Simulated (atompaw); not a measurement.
## What one change does to a pseudopotential (chromium, PAW (atompaw))

atompaw 4.2.0.5 input, output lines left out:

```
Cr 24
GGA-PBE scalarrelativistic loggrid 1500 logderivrange -8 5 326
4 4 3 0 0 0
4 0 0.5
4 1 0
3 2 5
0 0 0
c
c
v
v
c
v
v
v
2
2.10 1.85 1.90 2.05
n
n
y
0.35
n
custom rrkj gramschmidtortho sinc
3 0.5 troulliermartins
1.60
1.55
1.15
2.10
1.15
2.10
```

Change: augmentation sinc compensation charge, radius 1.85 bohr; PAW radius 2.10 bohr; waves and projectors: modrrkj vanderbiltortho.

Cutoffs: the cutoffs (Ry, on a coarse ladder) from which the occupation-weighted sum of valence levels, in a spherical-Bessel basis at the reference potential, stays within 10 and 1 mRy of its value at 400 Ry; they do not see the model core or the augmentation charge, which bear on the density cutoff.

What does the change do?

The potential gets neither clearly harder nor softer (80 Ry and 140 Ry → 80 Ry and 140 Ry); a bound ghost appears in s, which as a rule spoils a file; the range in which the p phases agree widens (upper end 0.8 → at the end of the scan).

| quantity | base | changed |
| --- | --- | --- |
| cutoff, loose | 80 Ry | 80 Ry |
| cutoff, tight | 140 Ry | 140 Ry |
| loose cutoff by channel (10 mRy a level) | s 30 Ry, p 50 Ry, d 70 Ry | s 18 Ry, p 40 Ry, d 55 Ry |
| bound ghosts | none | s |
| s: phases at 2.11 bohr within 0.05 rad from the reference energy up to (Ry; the scan ends near 5) | to the end of the scan | to the end of the scan |
| p: phases at 2.11 bohr within 0.05 rad from the reference energy up to (Ry; the scan ends near 5) | 0.8 | to the end of the scan |
| d: phases at 2.11 bohr within 0.05 rad from the reference energy up to (Ry; the scan ends near 5) | 1.0 | n/a |
| lowest overlap eigenvalue by channel | s 0.13, p 0.49, d 0.60 | s 0.82, p 0.56, d 0.26 |

 A true bound ghost makes a file unfit for plane-wave use even where its test errors are small: the radial tests pick states by their node count and pass the ghost by. The cutoffs see the waves, projectors and local potential, not the compensation charge or the core.
